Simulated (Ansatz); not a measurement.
Geometry optimisation, Ansatz 0.2.0, RKS PBE-D4/def2-SVP.

input.yaml

```yaml
crystal:
  periodic: [false, false, false]
  atoms:
    - { symbol: O, position_ang: [-0.7526, 1.5921, -0.6819] }
    - { symbol: Si, position_ang: [-0.0301, 0.4581, 0.1663] }
    - { symbol: S, position_ang: [1.4592, -0.3474, -1.0959] }
    - { symbol: S, position_ang: [-1.3698, -1.0606, 0.5694] }
    - { symbol: H, position_ang: [-1.1942, 1.3286, -1.5437] }
    - { symbol: H, position_ang: [0.55, 1.0055, 1.4194] }
    - { symbol: H, position_ang: [2.0174, -1.2022, -0.177] }
    - { symbol: H, position_ang: [-2.28221, -0.35959, 1.19992] }
basis:
  gaussian: { orbitals: def2-SVP }
hamiltonian:
  xc: pbe
  dispersion: d4
relax:
  f_tol: 0.015
  max_steps: 40
```

Launched with:

```bash
$ ansatz run input.yaml --threads 1 --pin off --max-ram 2048MiB --backend cpu --events-out ev --progress --plain --runs-dir out
```

Where does it end, and by what steps?

The forces met the threshold. After 11 steps the energy has fallen by 0.377 eV; H8 moved furthest, 0.48 Å.

```tsv
step	energy less start (eV)	largest force component (eV/Å)	accepted
0	0.0000	2.586	yes
1	-0.3025	1.181	yes
2	-0.3290	0.467	yes
3	-0.3562	0.125	yes
4	-0.3614	0.061	yes
5	-0.3693	0.053	yes
6	-0.3682	0.340	no
7	-0.3737	0.033	yes
8	-0.3757	0.151	yes
9	-0.3728	0.077	no
10	-0.3770	0.018	yes
11	-0.3770	0.012	yes
```

```xyz
8
Properties=species:S:1:pos:R:3
O -0.752 1.728 -0.795
Si -0.052 0.519 0.123
S 1.632 -0.278 -0.969
S -1.307 -1.195 0.523
H -1.048 1.448 -1.681
H 0.288 1.209 1.406
H 1.634 -1.448 -0.270
H -1.997 -0.568 1.519
```

Whether the end is a true minimum wasn't checked by a vibrational analysis.

Run time: 91 s on 1 thread of Intel(R) Xeon(R) Processor @ 2.50GHz (Skylake/Cascade Lake) (shared host), peak memory 0.13 GiB.
